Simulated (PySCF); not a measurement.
Gas-phase reaction: MoO₃ + 3 Cl = MoO₂Cl₂ + ClO

Method: PySCF energies (xtb for GFN2) plus ideal-gas RRHO corrections (1 bar). † marks an energy on the PBE0/def2-TZVP geometry and frequencies; other levels use their own. Open shells (unrestricted): Cl (multiplicity 2), ClO (multiplicity 2); the rest are closed-shell singlets. GFN2 has no spin-polarisation term. Spin-orbit splitting is ignored; it lowers the true energy and changes the entropy of Cl, ClO. B3LYP is the form with VWN-RPA correlation. Mo: scalar-relativistic def2 core potential, no spin-orbit coupling. Strong static correlation: MoO₃.

```
level               ΔH°(298 K), kJ
------------------  --------------
B3LYP/def2-TZVP†              -535
GFN2-xTB                         …
PBE/def2-TZVP†                   …
PBE0/def2-QZVP†                  …
PBE0/def2-SVP†                -538
ωB97M-V/def2-TZVP†            -574
```

Fill in the missing entries.


- GFN2-xTB, ΔH°(298 K), kJ: -643
- PBE/def2-TZVP†, ΔH°(298 K), kJ: -591
- PBE0/def2-QZVP†, ΔH°(298 K), kJ: -576
